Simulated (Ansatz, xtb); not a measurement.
A geometry optimisation of BClH2IOSi with r2SCAN-D4/def2-SVP

The starting geometry of this gas-phase doublet was built from a drawn formula by distance geometry and a force field; its bonds are those of `[OH2+][Si-](I)[B]Cl`.

```xyz
7

B     0.2610   -3.0387   -0.2947
Cl    0.7573   -2.0726   -1.8628
I     3.4062   -2.6986    1.3052
O     0.5490   -0.9337    1.8052
Si    0.9862   -2.4933    1.3929
H     0.8817   -0.3476    0.9920
H    -0.4312   -0.8544    1.7055
```

Problem. Predict what becomes of its bonds when it is optimised with r2SCAN-D4/def2-SVP.

Solution. A new bond forms, giving a structure with I3 bridging Si5 and B1, given below by its coordinates. Distances that change by over a tenth: O4–Si5 (1.67 → 2.15 Å). Contacts that close: B1–I3 (3.55 → 2.50 Å).

The energy falls by 2.65 eV over 16 steps:

| step | E − E(last) (eV) |
| --- | --- |
| 1 | 2.652 |
| 3 | 0.602 |
| 4 | 0.303 |
| 6 | 0.110 |
| 8 | 0.043 |
| 9 | 0.023 |
| 11 | 0.013 |
| 13 | 0.001 |
| 14 | 0.000 |
| 16 | 0.000 |

Final geometry (Å):

```yaml
atoms:
  - { symbol: B, position_ang: [1.0566, -3.0212, -0.2250] }
  - { symbol: Cl, position_ang: [0.8111, -1.7809, -1.4960] }
  - { symbol: I, position_ang: [3.2477, -2.8972, 0.9785] }
  - { symbol: O, position_ang: [0.4779, -0.7992, 1.5332] }
  - { symbol: Si, position_ang: [0.7016, -2.9277, 1.7046] }
  - { symbol: H, position_ang: [0.4117, -0.5991, 0.5760] }
  - { symbol: H, position_ang: [-0.2961, -0.4136, 1.9719] }
```

From the same start GFN2-xTB ends elsewhere, in pieces: BClISi + H2O.

No frequencies were run, so the end isn't proven a minimum. Open shells are spin-unrestricted. Atoms past krypton carry core potentials, without spin–orbit terms. Run with Ansatz 0.2.0, 3.3 min on 2 threads of Arm Neoverse V1, on a shared host.
